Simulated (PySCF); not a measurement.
**Telling isomers of C₄H₇O₂PSi₂ apart by NMR**

PySCF calculation with NMR shieldings at PBE0/pcSseg-1/GIAO and structure optimised with GFN2-xTB; one computed conformer, gas phase, rapidly exchanging positions averaged, no relativistic terms.

References, each an isolated molecule treated in the same way: 1H, 13C vs TMS. Splittings of carbon signals by F and P are missing where no couplings were computed. Where no couplings were computed, multiplicities follow the n + 1 count of equivalent neighbours, and m marks all less simple cases (inequivalent or close neighbours, rings, F or P nearby). Shifts are as computed. Against solution values, carbons near 30 ppm lie about +3 ppm off and those near 130 ppm about +5 ppm. Of 1309 compounds with measured shifts, 239 miss one by over three times the rms of a fit or turn the order of signals round; such compounds aren't used in these exercises.

(1) Tabulate the signals of `O=CC(=O)C#C[Si@H]([SiH3])P`, `C#CC(=O)C(=O)[SiH2][SiH2]P` and their relative energies.

(2) What is the quickest way to tell O=CC(=O)C#C[Si@H]([SiH3])P from C#CC(=O)C(=O)[SiH2][SiH2]P?

## Answers

(1) 
| SMILES | carbon types | δC | δH | E rel. (kcal/mol) |
| --- | --- | --- | --- | --- |
| O=CC(=O)C#C[Si@H]([SiH3])P | 3×C 1×CH | 195.8, 179.3, 120.4, 112.3 | 9.17 (s, 1H), 4.71 (m, 1H), 3.69 (m, 3H), 1.72 (m, 2H) | 0.0 |
| C#CC(=O)C(=O)[SiH2][SiH2]P | 3×C 1×CH | 248.1, 192.8, 111.5, 81.7 | 4.11 (m, 2H), 4.00 (m, 2H), 3.95 (s, 1H), 1.76 (m, 2H) | 14.9 |

Energies are electronic energies at PBE0/pcSseg-1 on these geometries, without zero-point or thermal terms, each for the one conformer computed, which needn't be the lowest.

(2) Both give the same number of carbon signals, with the same numbers of each carbon type, so the positions decide. The first has an aldehyde carbonyl carbon (CH) at 195.8 ppm, the second a carbonyl carbon (C) at 248.1 ppm. In the proton spectra the most deshielded non-exchanging signals are 9.17 (s, 1H) and 4.11 (m, 2H).
